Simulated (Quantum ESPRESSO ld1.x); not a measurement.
Results of a calculation; reference values are marked as such.
Q: Isoelectronic series with 56 electrons, each ion in its NIST ground configuration. Level of theory: Dirac Kohn-Sham, PBEsol, spin-unpolarised, spherical densities, point nucleus; open shells fill j = l - 1/2 first (ld1.x of Quantum ESPRESSO 7.5). Total energies (hartree) and orbital eigenvalues (hartree) (* marks an orbital that is empty in some or all of the ions):

| ion | configuration | E (hartree) | 5p3/2* | 5p1/2* | 5s1/2* | 4d5/2 |
|---|---|---|---|---|---|---|
| Ba | [Xe] 6s2 | -8136.12 | -0.66493 | -0.74168 | -1.23702 | -3.24998 |
| Ce2+ | [Xe] 4f2 | -8861.26 | -1.19099 | -1.28652 | -1.83645 | -4.22170 |
| Pr3+ | [Xe] 4f2 | -9237.80 | -1.69204 | -1.80786 | -2.40843 | -5.10121 |
| Nd4+ | [Xe] 4f2 | -9623.47 | -2.25645 | -2.39572 | -3.04950 | -6.08642 |
| Pm5+ | [Kr] 4d10 4f3 5s2 5p5 | -10018.04 | -2.80324 | -2.96196 | -3.65574 | -6.90521 |
| Sm6+ | [Kr] 4d10 4f4 5s2 5p4 | -10422.13 | -3.38265 | -3.56255 | -4.29708 | -7.76318 |
| Eu7+ | [Kr] 4d10 4f5 5s2 5p3 | -10835.86 | -3.99336 | -4.19639 | -4.97247 | -8.66029 |
| Gd8+ | [Kr] 4d10 4f6 5s2 5p2 | -11259.33 | -4.63405 | -4.86230 | -5.68086 | -9.59629 |
| Tb9+ | [Kr] 4d10 4f6 5s2 5p2 | -11692.61 | -5.40843 | -5.67215 | -6.54683 | -10.8675 |
| Dy10+ | [Kr] 4d10 4f8 5s2 | -12135.30 | -6.02955 | -6.31663 | -7.22501 | -11.6365 |
| Ho11+ | [Kr] 4d10 4f8 5s2 | -12588.34 | -6.87946 | -7.20764 | -8.17327 | -13.0104 |
| Er12+ | [Kr] 4d10 4f8 5s2 | -13051.18 | -7.77652 | -8.14959 | -9.17313 | -14.4591 |
| Tm13+ | [Kr] 4d10 4f9 5s1 | -13523.24 | -8.61035 | -9.02377 | -10.0956 | -15.6742 |
| Yb14+ | [Kr] 4d10 4f10 | -14005.54 | -9.47353 | -9.93025 | -11.0510 | -16.9296 |
| Lu15+ | [Kr] 4d10 4f10 | -14498.75 | -10.4900 | -11.0026 | -12.1829 | -18.5508 |
| Hf16+ | [Kr] 4d10 4f10 | -15002.13 | -11.5519 | -12.1249 | -13.3654 | -20.2425 |
| Ta17+ | [Kr] 4d10 4f10 | -15515.78 | -12.6588 | -13.2970 | -14.5982 | -22.0037 |
| W18+ | [Kr] 4d10 4f10 | -16039.81 | -13.8103 | -14.5188 | -15.8814 | -23.8336 |
| Re19+ | [Kr] 4d10 4f10 | -16574.32 | -15.0063 | -15.7903 | -17.2148 | -25.7314 |
| Os20+ | [Kr] 4d10 4f10 | -17119.41 | -16.2465 | -17.1116 | -18.5986 | -27.6966 |
| Ir21+ | [Kr] 4d10 4f10 | -17675.20 | -17.5307 | -18.4829 | -20.0328 | -29.7287 |
| Pt22+ | [Kr] 4d10 4f10 | -18241.82 | -18.8588 | -19.9042 | -21.5178 | -31.8272 |
| Au23+ | [Kr] 4d10 4f10 | -18819.39 | -20.2307 | -21.3758 | -23.0537 | -33.9919 |

Estimate the row of La+ ([Xe] 5d2).

A: E (hartree) -8494.01; 5p3/2* -0.93552; 5p1/2* -1.02675; 5s1/2* -1.56490; 4d5/2 -3.89586.
